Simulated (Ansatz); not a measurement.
`[BH2][Al]([NH2])[SiH3]` + `C[SiH2][SiH2]S` → `BS[SiH2][SiH2]C` + `[NH2][AlH][SiH3]`  (cleavage of the B–Al bond)

Calculated with Ansatz (gas phase, PBE0-D4/def2-TZVP geometries, no zero-point term in ΔE). CBS: MP2 limit from def2 TZ/QZ plus the TZ coupled-cluster correction, frozen cores. Functionals use def2-TZVPP. One conformer a species, not always the lowest.

```tsv
level	ΔE (kcal/mol)
PBE0	-29.7
HF/CBS(def2)	-27.9
```

Problem. What does CCSD(T)/CBS give? (Best estimate.)

Solution. The calculation gave: -30.3 kcal/mol. The listed levels differ from it by 0.6, 2.4 kcal/mol.

Largest T1 diagnostic among the species: 0.014.

In def2-TZVPP, CCSD(T) changes the Hartree–Fock value by −2.2 kcal/mol (the triples alone add −1.0 kcal/mol) and MP2 by −4.6 kcal/mol. The D4 term adds −1.1 kcal/mol with B3LYP and −0.6 kcal/mol with PBE0; it sums over pairs of atoms, weighted by their polarisabilities, and B3LYP, whose exchange is more repulsive, gets the larger term.

CCSD(T)/CBS has its own doubt, a few kJ/mol and more with outer-core shells, so smaller differences from it don't rank the levels.

B3LYP here is the variant with VWN-RPA as its local correlation; programs differ in this.
